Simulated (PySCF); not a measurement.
F4Si, SMILES F[Si-](F)(F)F (connectivity only; charge and spin as stated), charge -1, multiplicity 2.

Coordinates come from a PBE0-D3(BJ)/def2-SVPD optimisation.

Two levels are set side by side: PBE/def2-SVPD (PySCF) and CAM-B3LYP/def2-SVPD (PySCF). Same geometry, gas phase. Differences are taken from unrounded values.

```
quantity                     CAM-B3LYP   PBE  PBE minus CAM-B3LYP
---------------------------  ---------  ----  -------------------
α-spin orbital gap (eV)           7.57  3.94                -3.63
β-spin orbital gap (eV)          11.00  5.75                -5.24
mean polarisability (bohr³)       40.2  45.8                  5.6
```

PBE's more diffuse valence density responds more strongly to a field. Differences between two approximate levels are no errors against the true value.

Rough cost on one machine, each run with all the roots and properties that it gave: CAM-B3LYP against PBE within a factor of 2.
